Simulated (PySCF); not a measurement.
Cl5Si2, SMILES Cl[Si](Cl)([Si](Cl)Cl)Cl, multiplicity 2. The structure is a stationary point at PBE-D3(BJ)/def2-SVP. The isomer is the one that the SMILES or the coordinates give; other isomers of the formula were not compared. The values are those of a single conformer.

Give the equilibrium geometry at PBE-D3(BJ)/def2-SVP (PySCF confirms it by a frequency run) as Cartesian coordinates in Å, and its point group. (The exact figures need the calculation; the answer reports its results.)

This is not unique; one that fits is point group Cs.
```xyz
7

Cl     2.2283    -0.0466    -1.7047
Si     1.3230     0.7443     0.0000
Cl     2.2283    -0.0466     1.7047
Si    -0.9253     0.0089     0.0000
Cl    -1.0845    -2.0536     0.0000
Cl    -1.8498     0.7632     1.6883
Cl    -1.8498     0.7632    -1.6883
```
Charge 0, spin multiplicity 2.
